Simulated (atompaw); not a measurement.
## PBE PAW (atompaw) dataset for chromium (Cr), scalar-relativistic all-electron reference.

```json
{
 "Element": "chromium",
 "Generator": "atompaw 4.2.0.5",
 "Type": "PAW",
 "Functional": "PBE",
 "Relativity": "scalar-relativistic",
 "Frozen core": "[Ar]",
 "Valence charge": "6",
 "Reference configuration": "3d5 4s1 4p0",
 "Partial waves": "4s (bound); 4s channel at 0.55 Ry; 4p (bound, empty); 4p channel at 0.6 Ry; 3d (bound); 3d channel at 1.05 Ry",
 "Local potential": "bessel scheme, radius 2.10 bohr",
 "Core correction": "smooth core density matched at 1.60 bohr",
 "Augmentation charge": "sinc compensation charge, radius 2.85 bohr; PAW radius 3.00 bohr; waves and projectors: bloechl"
}
```

All-electron outer shells of the reference configuration (PBE, scalar-relativistic, ld1.x):

| shell | level (eV) | outermost node (bohr) | outermost maximum (bohr) |
| --- | --- | --- | --- |
| 3s | -73.99 | 0.36 | 0.78 |
| 3p | -45.44 | 0.33 | 0.80 |
| 4s | -4.01 | 1.12 | 2.74 |
| 3d | -2.91 | – | 0.84 |
| 4p | -0.99 | 1.25 | 3.94 |

Q: Estimate the cutoffs (Ry, on a coarse ladder) from which the occupation-weighted sum of valence levels, in a spherical-Bessel basis at the reference potential, stays within 10 and 1 mRy of its value at 400 Ry.

A: 18 Ry and 25 Ry.

Q: Does the potential have ghost states?

A: No extra level below or beside the all-electron valence levels (s, p, d, f tested).

Q: Is the overlap operator S = 1 + Σ q|β⟩⟨β| positive definite (Bessel basis up to 400 Ry)?

A: Barely: its lowest eigenvalue is 0.006 (p channel).

Q: Which valence shell sets the plane-wave cutoff?

A: 3d: its level needs 18 Ry to come within 1 mRy, against 6 Ry for 4s.
